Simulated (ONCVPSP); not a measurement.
## Varying the ONCV potential for chromium (Cr)

Base potential:

chromium, optimised norm-conserving Vanderbilt (ONCV), made with ONCVPSP 4.0.1 (PW91, scalar-relativistic). Core [Ne], reference 3s2 3p6 3d5 4s1. Waves: 3s+4s: rc 1.20 bohr, ncon 4, nbas 8, qcut 11 1/bohr, 2 projectors; 3p: rc 1.25 bohr, ncon 4, nbas 7, qcut 8.6 1/bohr, 1 projector; 3d: rc 1.75 bohr, ncon 4, nbas 9, qcut 7.8 1/bohr, 3 projectors, debl 1.3 Ha. Local part: polynomial inside 0.75 bohr (lpopt 5, dvloc0 0 Ha). Core correction: polynomial model core, fcfact 0.25.

All-electron outer shells of the reference configuration (PW91, scalar-relativistic, ld1.x):

```
shell  level (eV)  outermost node (bohr)  outermost maximum (bohr)
   2p     -561.01                      –                      0.20
   3s      -73.98                   0.36                      0.78
   3p      -45.47                   0.33                      0.80
   4s       -4.05                   1.12                      2.74
   3d       -2.97                      –                      0.84
```

Cutoffs, loose and tight: the cutoffs (Ha) at which the residual kinetic energy of the hardest occupied pseudo-wave falls to 1 and 0.1 mHa per electron. They do not see the model core or the augmentation charge, which bear on the density cutoff. Test errors are all-electron minus pseudo excitation energies from the reference, over the configurations 3s2 3p6 3d5 4s0; 3s2 3p6 3d4 4s0; 3s2 3p6 3d3 4s0; 3s2 3p6 3d5 4s0.5. A dash means not determined; rows that change the core or the reference have their own tests. The largest error is taken over the tests solved by every variant that gives reliable tests at all: 3s2 3p6 3d4 4s0; 3s2 3p6 3d5 4s0; 3s2 3p6 3d5 4s0.5.

| change | outcome | cutoff, loose | cutoff, tight | bound ghosts | GHOST(+) flags above zero | largest test error (meV) |
| --- | --- | --- | --- | --- | --- | --- |
| base | generated | 40 Ha | 48 Ha | none | s | +7.6 |
| all radii but the core radius scaled by about 0.78 (s 0.94, p 0.98, d 1.36 bohr); local potential polynomial inside 0.58 bohr (lpopt 5, dvloc0 0 Ha) | generated | 106 Ha | 168 Ha | none | s, d | +2.3 |
| all radii but the core radius scaled by about 0.86 (s 1.04, p 1.08, d 1.50 bohr); local potential polynomial inside 0.64 bohr (lpopt 5, dvloc0 0 Ha) | generated | 46 Ha | 129 Ha | none | s, d | +3.3 |
| all radii but the core radius scaled by about 0.95 (s 1.14, p 1.20, d 1.66 bohr); local potential polynomial inside 0.72 bohr (lpopt 5, dvloc0 0 Ha) | generated | 43 Ha | 53 Ha | none | s | +5.8 |
| all radii but the core radius scaled by about 1.15 (s 1.38, p 1.44, d 2.02 bohr); local potential polynomial inside 0.86 bohr (lpopt 5, dvloc0 0 Ha) | generated | 35 Ha | 42 Ha | none | d | +15 |
| all radii but the core radius scaled by about 1.32 (s 1.58, p 1.66, d 2.32 bohr); local potential polynomial inside 1.00 bohr (lpopt 5, dvloc0 0 Ha) | generated | 32 Ha | 39 Ha | none | none | +26 |

Problem. What comes out with this change to the base: all radii but the core radius scaled by about 1.25 (s 1.50, p 1.56, d 2.18 bohr); local potential polynomial inside 0.94 bohr (lpopt 5, dvloc0 0 Ha)?

Solution. outcome: generated; cutoff, loose: 32 Ha; cutoff, tight: 39 Ha; bound ghosts: none; GHOST(+) flags above zero: d; largest test error (meV): +20.

Problem. What comes out with this change to the base: all radii but the core radius scaled by about 1.08 (s 1.30, p 1.34, d 1.88 bohr); local potential polynomial inside 0.80 bohr (lpopt 5, dvloc0 0 Ha)?

Solution. outcome: generated; cutoff, loose: 37 Ha; cutoff, tight: 45 Ha; bound ghosts: none; GHOST(+) flags above zero: s; largest test error (meV): +11.

Reading the sweep of the scale of all radii but the core radius (base = 1) (base included, trends over the rows without a ghost): The loose cutoff falls from 106 Ha at 0.78 to 32 Ha at 1.32. A larger radius leaves more room for a smooth pseudo-wave, so fewer plane waves are needed; a smaller one forces it to follow the all-electron wave where it bends sharply.
